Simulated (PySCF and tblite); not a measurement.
Results of a calculation; reference values are marked as such.
C₄H₂F₄O, numbered as in [O:1]=[CH:2]/[C:3]([F:4])=[CH:5]\[C:6]([F:7])([F:8])[F:9].

Conformers came from 60 starts (ETKDG and KDG, MMFF94s, GFN2-xTB); geometries are GFN2-xTB. Energies: B3LYP-D3(BJ)/def2-SVP (IEF-PCM, tetrahydrofuran), with GFN2-xTB thermal terms (modes under about 100 cm⁻¹ blended into free rotors). Symmetry numbers and mirror images are counted. Conformers within 2.5 kcal/mol (GFN2-xTB free energy) were kept, 6 at most. Codes: tblite and PySCF.

Rotational constants are equilibrium values for the commonest isotopes; dipoles come from the energy level named and are polarised by its solvent model.

Torsions listed: O1–C2–C3–F4.

```tsv
conformer	shape	symmetry
1	0°	Cs
2	180°	Cs
```

**Question.** Give the rotational constants and dipole components.

**Answer.** 
```json
{"conformer": "1", "A (MHz)": "3001", "B (MHz)": "1006", "C (MHz)": "866", "abs μa (D)": "1.75", "abs μb (D)": "1.43", "abs μc (D)": "0.00", "κ": "-0.87", "Ic−Ia−Ib (u Å²)": "-87.7"}
{"conformer": "2", "A (MHz)": "2566", "B (MHz)": "1252", "C (MHz)": "987", "abs μa (D)": "2.34", "abs μb (D)": "2.34", "abs μc (D)": "0.00", "κ": "-0.66", "Ic−Ia−Ib (u Å²)": "-88.6"}
```


Conformer gaps in def2-SVP on xTB geometries can be 2 kcal/mol too large for S=O, P=O and other polar bonds.